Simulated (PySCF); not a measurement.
pyridine-3-carbonitrile (C₆H₄N₂), SMILES N#Cc1cccnc1. Geometry optimised at PBE-D3(BJ)/def2-SVP.

The numbers are results of PBE-D3(BJ)/def2-SVP run with PySCF, not measurements.

Harmonic wavenumbers (cm⁻¹): 141, 157, 342, 397, 466, 544, 571, 617, 703, 776, 804, 918, 947, 981, 1002, 1041, 1103, 1190, 1210, 1296, 1330, 1411, 1461, 1564, 1603, 2273, 3087, 3095, 3132, 3146. Rotational constants (GHz): 5.752, 1.548, 1.220; symmetry number 1.

Work out the zero-point energy and the ideal-gas rigid-rotor harmonic-oscillator thermochemistry at 298.15 K and 1 atm.

ZPE = ½ Σ hcν = ½ × 37309 cm⁻¹ = 53.34 kcal/mol. H − E(el) = 57.79 kcal/mol. Entropy in cal/(mol K): translation 39.84, rotation 27.78, vibration 11.27, total 78.90. G − E(el) = 34.27 kcal/mol. Cp = 24.85 cal/(mol K). Modes under 150 cm⁻¹ make the vibrational entropy uncertain.
